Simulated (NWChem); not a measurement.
# ZrSClF; SMILES [F][Zr](=[S])[Cl]

All runs: NWChem. Structure relaxed at the PBE0/def2-SVP level. def2 effective core potentials on Zr; no spin-orbit coupling. Ions are spin-unrestricted doublets at the neutral geometry; other ion states weren't tried.

Task: Among these, which level gives the lowest value of “−ε(HOMO) (eV)”?
A) B3LYP/def2-SVPD
B) M06-2X/def2-SVPD
C) Hartree-Fock/def2-SVPD
D) PBE/def2-SVPD

Result: D, PBE/def2-SVPD. Values: PBE/def2-SVPD 6.41; B3LYP/def2-SVPD 7.30; M06-2X/def2-SVPD 8.69; Hartree-Fock/def2-SVPD 10.00
